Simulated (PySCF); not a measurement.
**Excited states of Xe (xenon, neutral)**

Ground state [Xe], ¹S. Calculation: PySCF 2.14, in def2-TZVP with the def2 core potential (28 electrons) (6s5p3d2f, 50 functions); a scalar-relativistic core potential. Vertical excitation energies in eV without spin-orbit coupling; excited terms of each kind are numbered among those the solver found. Frozen: 4s2 4p6.

```
 term  leading excitation  EOM-EE-CCSD
1 3P°              5p → d       12.308
 1 3S              5p → p       12.686
1 3F°              5p → d       13.000
```

The spin-orbit splitting of the hole, absent here, rivals or exceeds the spacing of these terms, so the LS terms are model states.

Only the lower part of the computed list is shown. The solver can miss terms. Rydberg members are limited by the diffuse functions of the basis.
